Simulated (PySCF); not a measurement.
PySCF was given this input:
```python
from pyscf import gto, scf, mp

mol = gto.M(
    atom='''
F     1.043425    0.104440   -1.019132
C     0.181303    0.002029    0.012253
F     0.898898   -0.082705    1.150398
C    -1.079120   -0.767411   -0.138085
C    -1.104712    0.742973   -0.009503
H    -1.405127   -1.359014    0.702686
H    -1.284845   -1.203262   -1.102908
H    -1.448023    1.172681    0.918215
H    -1.327741    1.328433   -0.887379
''',
    basis='cc-pvdz',
    charge=0,
    spin=0,
    verbose=4,
    max_memory=1800,
)

mf = scf.RHF(mol)
mf.kernel()

pt = mp.MP2(mf, frozen=5)
pt.kernel()
print('E(MP2) = %.10f' % pt.e_tot)
```

Problem. What is the computed SCF-reference Mulliken (on the basis functions themselves) charges in atom order (MP2/cc-pVDZ in PySCF)?

Solution. F1 -0.29, C2 0.48, F3 -0.29, C4 -0.09, C5 -0.09, H6 0.07, H7 0.07, H8 0.07, H9 0.07

Problem. Estimate the nuclear repulsion energy that MP2/cc-pVDZ returns for this input.

Solution. 184.1718 Eh

Problem. Estimate the SCF-reference dipole moment that MP2/cc-pVDZ returns for this input.

Solution. 2.46 D

Problem. Give the MP2 correlation energy at the level MP2/cc-pVDZ.

Solution. -0.7751 Eh
